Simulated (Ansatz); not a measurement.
The cluster Al₃Sb₃⁺, relaxed as a doublet with UKS PBE0-D4/def2-SVP in Ansatz, starting from the GFN2-xTB geometry. Force threshold 0.02 eV/Å.

In the def2 sets Sb takes a core potential; there is no spin–orbit coupling. The relaxation made no stability test and no search for a lower SCF solution. Another isomer (doublet) lies 0.24 eV lower at PBE0-D4/def2-TZVP; other spin states weren't run for this one.

Start:

```xyz
6

Al    0.8224    1.5450   -1.6177
Al   -0.9876    1.2097    0.2730
Al    0.7758   -0.8050   -0.3257
Sb    2.5425   -0.3280   -2.2148
Sb   -2.4547    0.2614    2.2391
Sb   -0.6983   -1.8831    1.6461
```

(1) Estimate the energy that the relaxation releases and the steps that it takes.

(2) Does the start keep its bonding?

(3) Predict the relaxed structure.

Results:

(1) 6.9 kcal/mol, in 5 steps; 58 s on 4 threads of Arm Neoverse N1 on a shared host. No frequencies were taken in this run, so the end may be a saddle point.

(2) Bonds formed: Al2–Sb6 (atoms count from 1).

(3) 
| atom | x (Å) | y (Å) | z (Å) |
| --- | --- | --- | --- |
| Al1 | 0.7940 | 1.5734 | -1.6046 |
| Al2 | -0.8995 | 0.9832 | 0.3259 |
| Al3 | 0.8659 | -0.8548 | -0.3806 |
| Sb4 | 2.4834 | -0.2809 | -2.1955 |
| Sb5 | -2.4745 | 0.2837 | 2.2292 |
| Sb6 | -0.7693 | -1.7046 | 1.6256 |
Bond lengths (bridged metal pairs left out): 5 × Al–Sb 2.50 to 2.99 Å; 1 × Al–Al 2.63 Å; 1 × Sb–Sb 2.69 Å.
